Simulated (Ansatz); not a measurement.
Gas-phase electronic energies from Ansatz, PBE0-D4/def2-TZVP geometries. CCSD(T)/CBS is the MP2 limit (def2-TZVPP, def2-QZVPP) plus CCSD(T) − MP2 in def2-TZVPP, frozen cores. This one scheme is used for every species. DFT in def2-TZVPP. One conformer a species, not always the lowest.

`F[SiH2]P` + `CBO` → `CBO[SiH2]F` + PH₃  (cleavage of the Si–P bond)

Problem. Is it downhill or uphill in electronic energy at CCSD(T)/CBS, and by how much? (Estimate.)

Solution. Computed: Downhill: ΔE = -0.91 eV.

Problem. What do these levels give: PBE-D4, ωB97M-V, B2PLYP, PBE, CCSD/def2-TZVPP, HF/def2-QZVPP? (An estimate is asked.)

Solution. Computed: PBE-D4 -0.68, ωB97M-V -0.91, B2PLYP -0.94, PBE -0.67, CCSD/def2-TZVPP -0.97, HF/def2-QZVPP -1.18 eV.

Largest T1 diagnostic among the species: 0.013.

From PBE to PBE0 (25 % exact exchange), in def2-TZVPP and without D4, ΔE moves by −0.08 eV. In def2-TZVPP, CCSD(T) changes the Hartree–Fock value by +0.22 eV (the triples alone add +0.04 eV) and MP2 by +0.21 eV.
